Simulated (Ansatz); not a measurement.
Al(Me)(SH)2 (CH₅AlS₂), SMILES [SH][Al]([CH3])[SH].

The structure is a stationary point at PBE0-D3(BJ)/def2-SVP. Other conformers were not sampled.

Two levels are set side by side: PBE/def2-SVPD (Ansatz, a quantum-chemistry and plane-wave program) and CAM-B3LYP/def2-SVPD (Ansatz). Energy differences of separate SCF runs at the same geometry; the states with an electron removed or added have multiplicity 2 and 2. Differences are taken from unrounded values.

| quantity | CAM-B3LYP |
|---|---|
| vertical ionisation energy (eV) | 9.75 |
| vertical singlet–triplet gap (eV) | 5.67 |

Task: What does PBE give, and how far is it from CAM-B3LYP? (Estimate from the structure and the level; the computed values follow.)

Result: 
```csv
quantity,PBE,PBE minus CAM-B3LYP
vertical ionisation energy (eV),9.21,-0.54
vertical singlet–triplet gap (eV),4.93,-0.74
```
